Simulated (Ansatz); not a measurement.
BeCl, charge +1, singlet, geometry from GFN2-xTB (such geometries of metal compounds can be far from the true shape), with bond 2-1 at 1.8 times its length; B3LYP/6-311G** in Ansatz (a quantum-chemistry and plane-wave program).

Here is a job for Ansatz.
Ansatz 0.2 input:
```yaml
crystal:
  periodic: [false, false, false]
  atoms:
    - {symbol: Be, position_ang: [-0.00000000, -0.00000000, -1.34550453]}
    - {symbol: Cl, position_ang: [0.00000000, 0.00000000, 1.64626436]}
basis:
  gaussian:
    orbitals: 6-311G__.json
hamiltonian:
  xc: b3lyp
total_charge: 1
```
The basis file holds 6-311G** in the JSON format of the Basis Set Exchange.

Output, abridged:

```
Functional definition: B3LYP
417 factors; their error is unknown
mean field evaluation 1: about -12899.3453 eV, gradient 5.5e1 eV
mean field evaluation 2: about -12668.6095 eV, gradient 1.9e2 eV
mean field evaluation 4: about -12908.5260 eV, gradient 2.0e1 eV
mean field evaluation 8: about -12911.9530 eV, gradient 3.6e0 eV
mean field evaluation 16: about -12912.0003 eV, gradient 5.5e-5 eV
mean field evaluation 32: about -12909.2129 eV, gradient 2.0e1 eV
mean field -12912.00025473 eV, -474.5072572930 hartree, gradient 5.5e-5 eV, S^2 0.000000; 4 other end points of the search recorded, 0 dependent functions left out
reference -12912.00046423 eV, -474.5072649921 hartree; 10, 10 occupied and 35, 35 virtual orbitals, 417 factors
Total energy: -12912.00046423 eV, -474.5072649921 hartree
```
